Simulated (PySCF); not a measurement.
This PySCF input asks for the NMR shieldings of `CC[SiH2][Si](C)([SiH3])[SiH3]`, C3H16Si4; the geometry comes from GFN2-xTB.

```python
import basis_set_exchange as bse
import numpy as np
from pyscf import gto, dft
from pyscf.prop import nmr

atoms = """
C     3.674975   -0.397573   -0.100926
C     2.193075   -0.677171    0.112874
Si    1.082745    0.829788   -0.262185
Si   -1.179027    0.249009   -0.061734
C    -1.423433   -0.363398    1.745598
Si   -1.773766   -1.555300   -1.432091
Si   -2.603054    2.082335   -0.315518
H     3.861990   -0.107330   -1.132453
H     4.277533   -1.277966    0.120320
H     4.008117    0.413535    0.543066
H     2.038798   -1.001764    1.143788
H     1.894294   -1.515478   -0.520029
H     1.529284    1.918107    0.623371
H     1.408436    1.276847   -1.625691
H    -2.456474   -0.644032    1.933342
H    -1.159937    0.407846    2.464492
H    -0.807791   -1.233141    1.959338
H    -3.159214   -2.003959   -1.258073
H    -0.946887   -2.749662   -1.223221
H    -1.629692   -1.201398   -2.847240
H    -2.502995    2.635059   -1.668234
H    -4.016895    1.754558   -0.108121
H    -2.314835    3.188075    0.602329
"""
names = dict.fromkeys(["C", "Si", "H"], "pcSseg-1")
basis = {el: gto.basis.parse(bse.get_basis(n, elements=[el], fmt="nwchem")) for el, n in names.items()}
mol = gto.M(atom=atoms, basis=basis, charge=0, verbose=0)
mf = dft.RKS(mol, xc="PBE0")
mf.grids.level = 2
mf.grids.alignment = dft.numint.BLKSIZE   # the property module wants whole blocks of grid points
mf.conv_tol = 1e-9
mf.kernel()

calc = nmr.RKS(mf)   # GIAO
C = mf.mo_coeff
Co = C[:, mf.mo_occ > 0]
resp = mf.gen_response(singlet=True, hermi=2)
def vind(x):   # induced exchange potential for any number of trial vectors
    d = np.einsum("pi,xij,qj->xpq", C, 2 * x.reshape(-1, C.shape[1], Co.shape[1]), Co, optimize=True)
    return np.einsum("xpq,pi,qj->xij", resp(d - d.transpose(0, 2, 1)), C, Co, optimize=True).ravel()
mo1, _ = nmr.rhf.solve_mo1(calc, with_cphf=vind)
sigma = calc.kernel(mo1)
for i, s in enumerate(sigma):   # ppm
    w = np.linalg.eigvalsh((s + s.T) / 2)
    print("%2d %-2s iso %8.1f  s11 %8.1f  s22 %8.1f  s33 %8.1f" % (i, mol.atom_pure_symbol(i), w.mean(), *w))
```

**Question.** Give the expected output.

**Answer.** 
```
 0 C  iso    172.5  s11    162.8  s22    165.7  s33    188.8
 1 C  iso    181.5  s11    172.2  s22    181.2  s33    191.1
 2 Si iso    409.5  s11    372.4  s22    390.9  s33    465.1
 3 Si iso    448.6  s11    425.9  s22    434.5  s33    485.3
 4 C  iso    193.1  s11    190.8  s22    193.2  s33    195.5
 5 Si iso    459.7  s11    439.0  s22    453.8  s33    486.3
 6 Si iso    459.6  s11    438.6  s22    453.9  s33    486.2
 7 H  iso     30.6  s11     25.9  s22     29.1  s33     36.9
 8 H  iso     30.1  s11     24.6  s22     27.4  s33     38.3
 9 H  iso     30.6  s11     25.9  s22     29.0  s33     37.0
10 H  iso     30.9  s11     24.9  s22     31.6  s33     36.3
11 H  iso     31.0  s11     24.6  s22     31.5  s33     36.8
12 H  iso     27.8  s11     24.0  s22     26.9  s33     32.5
13 H  iso     27.9  s11     24.2  s22     27.0  s33     32.5
14 H  iso     31.4  s11     26.3  s22     28.7  s33     39.2
15 H  iso     31.4  s11     26.7  s22     28.5  s33     39.0
16 H  iso     31.4  s11     26.2  s22     29.6  s33     38.4
17 H  iso     28.2  s11     24.5  s22     25.9  s33     34.1
18 H  iso     28.1  s11     24.2  s22     26.9  s33     33.4
19 H  iso     28.2  s11     24.8  s22     25.7  s33     34.1
20 H  iso     28.3  s11     24.6  s22     26.0  s33     34.2
21 H  iso     28.2  s11     24.5  s22     26.0  s33     34.1
22 H  iso     28.2  s11     24.5  s22     26.1  s33     33.9
```

These numbers come from an equivalent density-fitted implementation of the same equations, which agrees with the script to about 0.01 ppm for H and up to a few tenths of a ppm for heavy atoms, so last digits may differ.

**Question.** Turn these shieldings into chemical shifts. Scale: ¹³C (186.93 ppm), ²⁹Si (349.16 ppm), ¹H (31.72 ppm) against TMS (reference shieldings calculated alike).

**Answer.** Averaging equivalent atoms: C 0: 14.5; C 1: 5.4; C 4: -6.2; Si 2: -60.3; Si 3: -99.4; Si 5/6: -110.5; H 12/13: 3.87; H 17/18/19/20/21/22: 3.52; H 7/8/9: 1.26; H 10/11: 0.78; H 14/15/16: 0.31 ppm. 

Size and cost of the density-fitted run: 227 basis functions, 100 s wall time on 1 thread of an Arm Neoverse N1, shared host; peak memory 1 GiB.
